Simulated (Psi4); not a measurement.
C₃H₁₂N₂Si (SMILES CN[SiH](C)NC), singlet, at a GFN2-xTB geometry; Psi4 with MP2/6-31G*.

Here is a job for Psi4.
```
memory 2 GB

molecule {
0 1
Si   -0.01465007    0.36630278   -0.11635631
C     0.00133213   -0.30233352   -1.90023550
N     1.35393312   -0.29316489    0.69732768
C     2.69397062   -0.14683102    0.18637794
N    -1.32255017   -0.12637643    0.89221210
C    -2.69198763    0.14685670    0.53932253
H    -0.11670110    1.83852338   -0.16973598
H    -0.96709973   -0.16051904   -2.37183711
H     0.22674942   -1.36536744   -1.92622789
H     0.73588243    0.20489978   -2.51867450
H     1.34040749   -0.22812344    1.70459766
H     3.34872794   -0.90204902    0.62630524
H     3.12201362    0.84159695    0.39111666
H     2.67507609   -0.28974890   -0.89076940
H    -1.23301552   -1.01484068    1.36170381
H    -3.32436056    0.12086700    1.42923456
H    -2.74655875    1.14215943    0.10483482
H    -3.09559162   -0.56500039   -0.19112766
}

set {
  basis 6-31g*
  freeze_core true
}

energy('mp2')
print_variables()
```

Task: Write the output that Psi4 gives for this input, abridged.

Result: 
```
    SCF Algorithm Type (re)set to DF.

   => Loading Basis Set <=

    Name: 6-31G*
    Role: ORBITAL
    Keyword: BASIS

         ---------------------------------------------------------
                                   SCF
               by Justin Turney, Rob Parrish, Andy Simmonett
                          and Daniel G. A. Smith
                              RHF Reference
         ---------------------------------------------------------

  ==> Geometry <==

    Molecular point group: c1
    Full point group: C1

    Geometry (in Angstrom), charge = 0, multiplicity = 1:

       Center              X                  Y                   Z               Mass
    ------------   -----------------  -----------------  -----------------  -----------------
         SI          -0.014982855019     0.362796657602    -0.139790650030    27.976926534650
         C            0.000999344981    -0.305839642398    -1.923669840030    12.000000000000
         N            1.353600334981    -0.296671012398     0.673893339970    14.003074004430
         C            2.693637834981    -0.150337142398     0.162943599970    12.000000000000
         N           -1.322882955019    -0.129882552398     0.868777759970    14.003074004430
         C           -2.692320415019     0.143350577602     0.515888189970    12.000000000000
         H           -0.117033885019     1.835017257602    -0.193170320030     1.007825032230
         H           -0.967432515019    -0.164025162398    -2.395271450030     1.007825032230
         H            0.226416634981    -1.368873562398    -1.949662230030     1.007825032230
         H            0.735549644981     0.201393657602    -2.542108840030     1.007825032230
         H            1.340074704981    -0.231629562398     1.681163319970     1.007825032230
         H            3.348395154981    -0.905555142398     0.602870899970     1.007825032230
         H            3.121680834981     0.838090827602     0.367682319970     1.007825032230
         H            2.674743304981    -0.293255022398    -0.914203740030     1.007825032230
         H           -1.233348305019    -1.018346802398     1.338269469970     1.007825032230
         H           -3.324693345019     0.117360877602     1.405800219970     1.007825032230
         H           -2.746891535019     1.138653307602     0.081400479970     1.007825032230
         H           -3.095924405019    -0.568506512398    -0.214562000030     1.007825032230

  Running in c1 symmetry.

  Rotational constants: A =      0.16259  B =      0.05547  C =      0.04479 [cm^-1]
  Rotational constants: A =   4874.23906  B =   1662.98702  C =   1342.88383 [MHz]
  Nuclear repulsion =  324.191137402214451

  Charge       = 0
  Multiplicity = 1
  Electrons    = 58
  Nalpha       = 29
  Nbeta        = 29

  ==> Algorithm <==

  SCF Algorithm Type is DF.
  DIIS enabled.
  MOM disabled.
  Fractional occupation disabled.
  Guess Type is SAD.
  Energy threshold   = 1.00e-08
  Density threshold  = 1.00e-08
  Integral threshold = 1.00e-12

  ==> Primary Basis <==

  Basis Set: 6-31G*
    Blend: 6-31G*
    Number of shells: 62
    Number of basis functions: 118
    Number of Cartesian functions: 118
    Spherical Harmonics?: false
    Max angular momentum: 2

   => Loading Basis Set <=

    Name: (6-31G* AUX)
    Role: JKFIT
    Keyword: DF_BASIS_SCF

  ==> Integral Setup <==

  SCF_SUBTYPE=INCORE selected. In-core MEM_DF algorithm will be used.
  Using in-core AOs.

  ==> MemDFJK: Density-Fitted J/K Matrices <==

    J tasked:                   Yes
    K tasked:                   Yes
    wK tasked:                   No
    Algorithm:                 Core
    Schwarz Cutoff:           1E-12
    Mask sparsity (%):       3.9357
    Fitting Condition:        1E-10

   => Auxiliary Basis Set <=

  Basis Set: (6-31G* AUX)
    Blend: CC-PVDZ-JKFIT
    Number of shells: 264
    Number of basis functions: 835
    Number of Cartesian functions: 835
    Spherical Harmonics?: false
[...]
  Energy and wave function converged.

  ==> Post-Iterations <==

    Orbital Energies [Eh]
    ---------------------

    Doubly Occupied:

[...]
    Virtual:

[...]
    Final Occupation by Irrep:
              A
    DOCC [    29 ]
    NA   [    29 ]
    NB   [    29 ]

  @DF-RHF Final Energy:  -518.44258556770831

   => Energetics <=

    Nuclear Repulsion Energy =            324.1911374022144514
    One-Electron Energy =               -1355.6979668152271188
    Two-Electron Energy =                 513.0642438453043042
    Total Energy =                       -518.4425855677083064

Computation Completed

Properties will be evaluated at   0.000000,   0.000000,   0.000000 [a0]

Properties computed using the SCF density matrix

 Multipole Moments:

 ------------------------------------------------------------------------------------
     Multipole            Electronic (a.u.)      Nuclear  (a.u.)        Total (a.u.)
 ------------------------------------------------------------------------------------

 L = 1.  Multiply by 2.5417464519 to convert [e a0] to [Debye]
 Dipole X            :          0.0836176           -0.0364744            0.0471431
 Dipole Y            :          0.1757230           -0.3842849           -0.2085619
 Dipole Z            :          2.6438604           -2.5684998            0.0753606
 Magnitude           :                                                    0.2267151

 ------------------------------------------------------------------------------------

  //>>>>>>>>>>>>>>>>>>>>>>>>>>>>>>>>>>>//
  //               DFMP2               //
  //<<<<<<<<<<<<<<<<<<<<<<<<<<<<<<<<<<<//

   => Loading Basis Set <=

    Name: (6-31G* AUX)
    Role: RIFIT
    Keyword: DF_BASIS_MP2

	 --------------------------------------------------------
	                          DF-MP2
	      2nd-Order Density-Fitted Moller-Plesset Theory

	        Rob Parrish, Justin Turney, Andy Simmonett,
	           Ed Hohenstein, and C. David Sherrill
	 --------------------------------------------------------

   => Auxiliary Basis Set <=

  Basis Set: (6-31G* AUX)
    Blend: CC-PVDZ-RI
    Number of shells: 186
    Number of basis functions: 524
    Number of Cartesian functions: 600
    Spherical Harmonics?: true
    Max angular momentum: 3

	 --------------------------------------------------------
	                 NBF =   118, NAUX =   524
	 --------------------------------------------------------
	   CLASS    FOCC     OCC    AOCC    AVIR     VIR    FVIR
	   PAIRS      10      29      19      89      89       0
	 --------------------------------------------------------

	-----------------------------------------------------------
	 ==================> DF-MP2 Energies <====================
	-----------------------------------------------------------
	 Reference Energy          =    -518.4425855677083064 [Eh]
	 Singles Energy            =      -0.0000000000000000 [Eh]
	 Same-Spin Energy          =      -0.1912077637093944 [Eh]
	 Opposite-Spin Energy      =      -0.6076564615704614 [Eh]
	 Correlation Energy        =      -0.7988642252798558 [Eh]
	 Total Energy              =    -519.2414497929881918 [Eh]
	-----------------------------------------------------------
	 ================> DF-SCS-MP2 Energies <==================
	-----------------------------------------------------------
	 SCS Same-Spin Scale       =       0.3333333333333333 [-]
	 SCS Opposite-Spin Scale   =       1.2000000000000000 [-]
	 SCS Same-Spin Energy      =      -0.0637359212364648 [Eh]
	 SCS Opposite-Spin Energy  =      -0.7291877538845536 [Eh]
	 SCS Correlation Energy    =      -0.7929236751210184 [Eh]
	 SCS Total Energy          =    -519.2355092428293801 [Eh]
	-----------------------------------------------------------

  Variable Map:
  ----------------------------------------------------------------------------
[...]
  Array Variable Map:
  ----------------------------------------------------------------------------
[...]
[...]
```
